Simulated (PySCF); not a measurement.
# Orbital picture of FeN

PBE0 at R = 1.614 Å; Fe def2-TZVPP, N def2-TZVPP; no relativity (PySCF 2.14). State: ⁶Σ⁺ (sextet), unpaired electrons σ ↑, π ↑↑, δ ↑↑, a second solution, started from another occupation. Only the outer orbitals are listed, counted within each symmetry.

| spin | orbital | occ. | ε (eV) | on Fe (%) | main shells (%) |
| --- | --- | --- | --- | --- | --- |
| α | 1δ | 1 | -11.29 | 100 | 100 Fe d |
| α | 1δ | 1 | -11.28 | 100 | 100 Fe d |
| α | 3π | 1 | -11.12 | 83 | 83 Fe d, 17 N p |
| α | 3π | 1 | -11.12 | 83 | 83 Fe d, 17 N p |
| α | 8σ | 1 | -10.46 | 75 | 72 Fe d, 16 N p, 8 N s |
| α | 9σ | 1 | -6.63 | 67 | 56 Fe s, 31 N p |
| α | 4π | 1 | -6.57 | 29 | 71 N p, 16 Fe d, 13 Fe p |
| α | 4π | 1 | -6.57 | 29 | 71 N p, 16 Fe d, 13 Fe p |
| α | 10σ | 0 | -2.28 | 64 | 36 N p, 30 Fe p, 22 Fe s |
| α | 5π | 0 | 0.21 | 93 | 85 Fe p, 8 Fe d |
| α | 5π | 0 | 0.21 | 93 | 85 Fe p, 8 Fe d |
| β | 7σ | 1 | -18.64 | 14 | 84 N s |
| β | 8σ | 1 | -8.05 | 29 | 63 N p, 26 Fe d |
| β | 3π | 1 | -7.55 | 66 | 64 Fe d, 33 N p |
| β | 3π | 1 | -7.55 | 66 | 64 Fe d, 33 N p |
| β | 9σ | 0 | -2.64 | 96 | 72 Fe s, 18 Fe d |
| β | 1δ | 0 | -2.01 | 100 | 100 Fe d |
| β | 1δ | 0 | -2.00 | 100 | 100 Fe d |

Problem. Which are the highest filled and the lowest empty level, where do they sit, and how wide is the gap?

Solution. Highest filled α 4π at -6.57 eV (in %: 71 N p, 16 Fe d, 13 Fe p); lowest empty β 9σ at -2.64 eV (in %: 72 Fe s, 18 Fe d); the gap at PBE0 is 3.93 eV.

- bond order (Mayer): 2.55
- ⟨S²⟩: 8.849
- charge on Fe (Mulliken, basis-dependent): 0.48
- charge on Fe (Löwdin, basis-dependent): 0.22
- dipole moment (positive dipole means Fe(−)N(+)): -4.09 D
